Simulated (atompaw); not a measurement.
# silver (Ag): PAW (atompaw) pseudisation with PBE, scalar-relativistic reference atom.

atompaw 4.2.0.5 input, output lines left out:

```
Ag 47
GGA-PBE scalarrelativistic loggrid 1500 logderivrange -8 5 326
5 5 4 0 0 0
5 0 0
5 1 0
4 2 9
0 0 0
c
c
c
c
v
c
c
v
v
c
v
2
2.05 2.00 1.85 1.05
y
2.55
n
n
y
2.15
n
custom rrkj vanderbiltortho sinc
bessel
2.05
2.05
1.70
2.05
2.05
2.05
```

Poles of the logarithmic derivatives, all-electron (AE) and pseudo (PS). s: poles at 3.5 (AE) and 3.4, 3.7 (PS) Ry. p: poles at -5.8 (AE) and -5.8 (PS) Ry. d: poles at -1.5 (AE) and -1.5 (PS) Ry. Test radius 2.05 bohr.

* Cutoffs needed: 35 Ry and 55 Ry (the cutoffs (Ry, on a coarse ladder) from which the occupation-weighted sum of valence levels, in a spherical-Bessel basis at the reference potential, stays within 10 and 1 mRy of its value at 400 Ry)
* Ghost test: no extra level below or beside the all-electron valence levels (s, p, d, f tested) (spherical-Bessel basis up to 400 Ry, 20 bohr box)
* Lowest eigenvalue of the overlap operator: 0.62 (p channel)
* Overlap eigenvalues printed by atompaw (projector basis): 0.057, 0.917, 1.51, 83.8, 97.2, 138
* Share of each valence orbital outside the PAW sphere: 5s 70 %, 4p 1 %, 5p 85 %, 4d 10 %
